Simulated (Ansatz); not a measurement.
The same ligand exchange along the group Ti, Zr, Hf.

Gas-phase electronic energies from Ansatz, PBE0-D4/def2-TZVP geometries. CBS: MP2 limit from def2 TZ/QZ plus the TZ coupled-cluster correction, frozen cores. This one scheme is used for every species. Functionals use def2-TZVPP. def2 core potentials past Kr. For Hf, Ti, Zr outer-core shells are correlated without core-valence functions, which leaves a few kJ/mol of doubt a bond. Scalar relativity is left out up to krypton. Each species was taken in one conformer, which may not be the lowest.

```json
{"reaction": "`[NH2][Ti]([NH2])([Cl])[Cl]` + HCl → `[NH2][Ti]([Cl])([Cl])[Cl]` + NH₃", "RPA@PBE/def2-TZVPP (kJ/mol)": "-71", "LDA (SPW92) (kJ/mol)": "-75", "PBE-D4 (kJ/mol)": "-79", "CCSD(T)/CBS(def2) (kJ/mol)": "-75"}
{"reaction": "`[NH2][Zr]([NH2])([Cl])[Cl]` + HCl → `[NH2][Zr]([Cl])([Cl])[Cl]` + NH₃", "RPA@PBE/def2-TZVPP (kJ/mol)": "-88", "LDA (SPW92) (kJ/mol)": "-89", "PBE-D4 (kJ/mol)": "-93", "CCSD(T)/CBS(def2) (kJ/mol)": "-94"}
{"reaction": "`[NH2][Hf]([NH2])([Cl])[Cl]` + HCl → `[NH2][Hf]([Cl])([Cl])[Cl]` + NH₃", "RPA@PBE/def2-TZVPP (kJ/mol)": "-87", "LDA (SPW92) (kJ/mol)": "-87", "PBE-D4 (kJ/mol)": "-92", "CCSD(T)/CBS(def2) (kJ/mol)": "-93"}
```

Largest T1 diagnostic: 0.025, for `[NH2][Ti]([NH2])([Cl])[Cl]`.
